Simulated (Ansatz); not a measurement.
Ca₂Se₂, relaxed as a singlet with RKS PBE0-D4/def2-SVP in Ansatz, starting from the GFN2-xTB geometry. Force threshold 0.02 eV/Å.

The structure comes from a short search, and lower isomers may exist.

Start:

```xyz
4

Ca    0.368   -0.072    1.669
Ca   -0.366    0.072   -1.670
Se    0.523   -1.938   -0.195
Se   -0.525    1.938    0.196
```

| step | energy (eV) | largest force component (eV/Å) | SCF passes |
| --- | --- | --- | --- |
| 1 | -167535.5022 | 0.242 | 15 |
| 2 (rejected) | -167535.2976 | 0.954 | 19 |
| 3 | -167535.5185 | 0.072 | 19 |
| 4 | -167535.5193 | 0.016 | 21 |

Force components are those of the run's own axes.

End:

Cartesian coordinates in Å:
```
Ca 0.3593 -0.0687 1.6337
Ca -0.3582 0.0690 -1.6339
Se 0.5363 -1.9865 -0.2015
Se -0.5374 1.9861 0.2017
```

By distances, no bond broke or formed. The bond that changes most is Ca1–Se3, from 2.64 to 2.66 Å (atoms count from 1).

No frequencies were taken in this run, so the end may be a saddle point.

It took 9.5 s on 4 threads of Arm Neoverse V1 on a shared host.
